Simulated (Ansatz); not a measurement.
`[OH][Ge][OH]` and `[OH][Ge][Br]` differ in one atom or group.

Ansatz, PBE0-D4/def2-TZVP geometries, multiplicity 1. Each molecule was computed in one conformer, which needn't be the lowest.

Scalar relativity is left out up to krypton.

```tsv
property	`[OH][Ge][OH]`
zero-point energy (PBE0-D4/def2-TZVP) / kJ/mol	69.4
HOMO energy (B3LYP/def2-TZVPP) / eV	-7.77
LUMO energy (ωB97M-V/def2-TZVPP) / eV	0.47
HOMO–LUMO gap (ωB97M-V/def2-TZVPP) / eV	10.62
HOMO energy (ωB97M-V/def2-TZVPP) / eV	-10.15
size of the dipole moment (PBE/def2-TZVPP) / D	1.55
```

(1) Give the same properties after the change, and the shifts. (Estimate.)

Answers

(1) The calculation gave: 
```csv
property,`[OH][Ge][Br]`,shift
zero-point energy (PBE0-D4/def2-TZVP) / kJ/mol,37.8,-31.6
HOMO energy (B3LYP/def2-TZVPP) / eV,-7.70,0.07
LUMO energy (ωB97M-V/def2-TZVPP) / eV,-0.51,-0.98
HOMO–LUMO gap (ωB97M-V/def2-TZVPP) / eV,9.48,-1.14
HOMO energy (ωB97M-V/def2-TZVPP) / eV,-9.99,0.16
size of the dipole moment (PBE/def2-TZVPP) / D,0.80,-0.75
```

The zero-point energy changes by -31.6 kJ/mol with -3 modes. Dipoles are sizes alone; their direction can turn.

B3LYP here is the variant with VWN-RPA as its local correlation; programs differ in this.
